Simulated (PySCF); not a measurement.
An unknown is described by computed data only.

Elements present: C, H and Si. Monoisotopic mass: 132.0247 u.

| Property | Result |
| --- | --- |
| 1H NMR | chemical shifts (computed TMS as zero) by class: 4.58 (6 H), -0.10 (6 H) ppm [GIAO KT2/pcSseg-1] |
| Polarisability | 111.3 au [wB97X-D/def2-SVPD] |
| UV, first state | lowest singlet excitation: 7.86 eV (158 nm, f = 0.011 summed over 2 states within 0.01 eV) [TDDFT wB97X-D/def2-SVPD] |
| 13C NMR | chemical shifts (computed TMS as zero) by class: -7.2 (3 C) ppm [GIAO KT2/pcSseg-1] |
| Rotational structure | rotational constants A, B, C: 1.964, 1.960, 1.080 GHz [PBE0-D3(BJ)/def2-SVP] |
| Triplet | lowest triplet excitation (Tamm–Dancoff): 7.53 eV [TDA wB97X-D/def2-SVPD] |

Gas-phase values; electronic properties from PySCF, density fitting. Levels stand in brackets. The structure is a single PBE0-D3(BJ)/def2-SVP conformer in the gas phase; no vibrational or solvent corrections. NMR classes are plain means over equivalent atoms (diastereotopic ones count apart unless rotation or inversion swaps them), as if these changed places fast.

Question: Which formula fits the mass and the elements?

Answer: C3H12Si3 (calculated 132.0247). No other formula that holds each of these elements comes within 0.0003 u with a fitting electron parity and a possible valence count.

Question: Give a SMILES that accounts for the data.

Answer: Numbering: `[CH2:1]1[SiH2:2][CH2:3][SiH2:4][CH2:5][SiH2:6]1`. Its formula, C3H12Si3, gives 1 degree of unsaturation: 1 ring and 0 π bonds in the structure found. 3 carbons fall into 1 class: ring sp3 carbon bound to silicon [C1/C3/C5] (-7.2 ppm, 3 C). Hydrogen classes from least to most shielded: 6 H on 3 SiH2 silicons, Si2/Si4/Si6 (4.58 ppm), 6 H on 3 like atoms (sp3 carbon bound to silicon), C1/C3/C5 (-0.10 ppm). The optimised geometry has point group C3v and is an oblate symmetric top (the spread among constants that symmetry makes equal is optimisation noise). Structure: `[SiH2]1C[SiH2]C[SiH2]C1`. The assignments are read from this structure; whether some other isomer fits the data as well wasn't checked.
